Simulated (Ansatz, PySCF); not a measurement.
Gas-phase reaction (SMILES): [SiH3]c1ccccc1 [phenylsilane] + 10 [H][H] (H2) -> 6 C (CH4) + [SiH4] (SiH4); energy of full hydrogenation.

Geometries: B3LYP-D3(BJ)/def2-TZVP minima from Ansatz (a program for electronic structure). Cores are frozen in the correlated levels unless marked. Spin-orbit coupling is left out. No relativistic terms. Basis-set limits of correlation are two-point, X^-3; Hartree-Fock from the larger set. Unstable Hartree-Fock reference: [SiH3]c1ccccc1. Thermal terms are rigid-rotor harmonic-oscillator values from B3LYP-D3(BJ) frequencies (Ansatz or PySCF) at 298.15 K and 1 atm. 1 Eh = 627.5095 kcal/mol.

```csv
species,"E, CCSD(T)/CBS(cc-pV(T+d)Z,cc-pV(Q+d)Z) (Ansatz) (Eh)","E, PBE-D3(BJ)/def2-TZVPD (Ansatz + dftd3) (Eh)",H - E (Eh)
[SiH3]c1ccccc1,-522.18429,-522.57897,0.12309
[H][H] (H2),-1.17450,-1.16598,0.01336
C (CH4),-40.45816,-40.46420,0.04840
[SiH4] (SiH4),-291.45815,-291.72290,0.03520
```

### Question
Work out ΔE and ΔH at 298.15 K at the first level, then ΔH at the second.

### Answer

1. ΔE = [6×(-40.45816) + (-291.45815)] - [(-522.18429) + 10×(-1.17450)] = -0.27782 Eh = -174.3 kcal/mol at CCSD(T)/CBS(cc-pV(T+d)Z,cc-pV(Q+d)Z).
2. The terms H - E add up to 0.06891 Eh, so ΔH = (-0.27782 + (0.06891))×627.5095 = -131.1 kcal/mol.
3. At PBE-D3(BJ)/def2-TZVPD the same steps give ΔE = -169.0 and ΔH = -125.8 kcal/mol, a shift of +5.3 from the first level.
4. These values are not checked against measurement here, since the tables used lack a sound gas-phase enthalpy of formation for at least one species.
